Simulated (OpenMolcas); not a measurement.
An atom or ion with 76 electrons was computed by SS-CASPT2, IPEA 0.25 Eh, imaginary shift 0.1 Eh with spin-orbit coupling (OpenMolcas, ANO-RCC-VTZP, DKH2). The lowest levels that the run gave, each within 12 % of the measured value where one is at hand:

```csv
J,Parity,E (eV),g
4,even,0.0000,1.240
2,even,0.653,1.146
3,even,1.280,1.084
2,even,1.814,1.087
0,even,1.909,
1,even,2.113,1.502
5,even,2.466,1.377
4,even,2.718,1.026
2,even,3.126,0.941
4,even,3.211,1.290
3,even,3.758,1.273
2,even,4.000,1.069
```

Q: Which ion is it, and what are the configurations and terms?

A: Pt2+ (Z = 78, charge +2; active space 8 electrons in 6 orbitals (5d 6s)). J, parity and g give the terms where levels are pure, and mixed ones are named by the computed weights; the size of the splittings, set against known spectra of the 76-electron sequence, gives the charge. In order, with the measured energies in eV (NIST levels as listed in McCann et al., Mon. Not. R. Astron. Soc. 538, 537 (2025)): 5d8 3F4, 5d8 1D2 [45 %], 5d8 3F3 (1.2091), 5d8 3P2 [47 %], 5d8 3P0 (1.8522), 5d8 3P1 (2.0807), 5d7 6s 5F5 (2.7074), 5d8 1G4 (2.6447), 5d8 1D2 [48 %], 5d7 6s 5F4 [73 %], 5d7 6s 5F3, 5d7 6s 5F2 [71 %].

CASPT2 breaks the degeneracy within a term, and the mean is taken; among the terms shown or strongly mixed into the levels shown the widest spread is 510 cm-1 (5d7 6s 5F). Terms from blocks run as CI alone lack orbitals of their own. A single d shell beside an s shell can misplace configurations of different d count against each other. Measured partners are found by configuration, term and J. A level has none where our copy of the source lacks it or the pairing is in doubt (some pairs that miss far off the trend of their configuration count as doubtful), and it then counts in no deviation. Levels of configurations outside the active space are missing.

A share in square brackets marks a mixed level and gives the weight of the term that names it.
